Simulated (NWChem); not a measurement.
Species: Zn

Program: NWChem. GIAO values for the isolated, static molecule; σ is the absolute isotropic shielding.

Q: What does the run give for KT2/pcSseg-1? Quantities: σ Zn1 (ppm).

A: 
```json
{
  "σ Zn1 (ppm)": "2525.0"
}
```
